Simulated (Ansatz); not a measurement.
System: AgI, net charge 0, triplet state. The spin state was set by rule; other spins were not relaxed. 
Geometry from a B3LYP-D3(BJ)/def2-TZVP (Ansatz, an electronic-structure program) optimisation:
```
Ag
I 1 3.3694
```
Charge 0, spin multiplicity 3.

Basis-set convergence of Hartree-Fock and MP2 correlation energies (hartree) with Ansatz. Correlated levels leave the core frozen unless marked. UHF or UKS for open shells. No spin-orbit coupling. The frozen core is the preceding noble-gas configuration, with the filled d and f shells of earlier blocks. In def2 rows, elements after Kr have scalar-relativistic effective core potentials.

```csv
basis,functions,E(HF),"E(corr, MP2)"
def2-SVPD,69,-442.72903,-0.32075
def2-TZVPPD,115,-442.76996,-0.50586
def2-QZVPPD,179,-442.77221,-0.55891
```

Extrapolating the two largest sets (X = 3 and 4) as X^-3: E(corr) = (64·(-0.55891) - 27·(-0.50586))/37 = -0.5976 Eh, an estimate of the basis-set limit. The largest set recovers 93.5 % of it, the smallest 53.7 %.
